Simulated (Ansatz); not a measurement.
`[SH][SbH2]` + NH₃ → `[NH2][SbH2]` + H₂S at 500 K and 1 bar (ligand exchange at the Sb–S bond).

Gas-phase electronic energies from Ansatz, PBE0-D4/def2-TZVP geometries. CCSD(T)/CBS adds triple-zeta CCSD(T) − MP2 to the extrapolated MP2 energy (def2 sets, frozen cores). This one scheme is used for every species. def2 core potentials past Kr. For Sb outer-core shells are correlated without core-valence functions, which leaves a few kJ/mol of doubt a bond.

```
      species  CCSD(T)/CBS energy (Eh)  H − E (kJ/mol)  S (J/(mol·K))
 `[SH][SbH2]`               -639.59431            87.4          328.0
          NH₃                -56.50880           108.2          211.8
`[NH2][SbH2]`               -297.10356           130.2          315.2
          H₂S               -398.97279            57.0          224.0
```

H − E and S are ideal-gas, rigid-rotor, harmonic terms from PBE0-D4/def2-TZVP, for one conformer and one mirror image of each species. 1 Eh = 2625.50 kJ/mol, R = 8.31446 J/(mol·K).

Problem. By hand: ΔE, ΔH, ΔS and ΔG.

Solution. ΔE = (-297.10356) + (-398.97279) − (-639.59431) − (-56.50880) = 0.02676 Eh = 70.3 kJ/mol. Δ(H − E) = 130.2 + 57.0 − 87.4 − 108.2 = -8.4, so ΔH = 61.9 kJ/mol. ΔS = 315.2 + 224.0 − 328.0 − 211.8 = -0.6 J/(mol·K). ΔG = 61.9 − 500 × (-0.6)/1000 = 62.2 kJ/mol.

Problem. By hand: the equilibrium constant, and the temperature at which ΔG would vanish if ΔH and ΔS stayed fixed.

Solution. log₁₀ K = −ΔG/(RT ln 10) = -6.5. ΔH and −TΔS have one sign here, so there is no such temperature.

The number of gas molecules stays the same, so ΔS is small and ΔH decides. A doubt of 5 kJ/mol in ΔE shifts log₁₀ K by 0.5 here. Other conformers and mirror images would add mixing entropy, several J/(mol·K) or more a flexible species. These are equilibria of isolated gas molecules and say nothing of rates. Largest T1 diagnostic: 0.013 (customary marks: 0.02 for closed shells, 0.045 for open ones).

ΔS is within the doubt of such terms, so its sign, and with it that verdict, could turn.
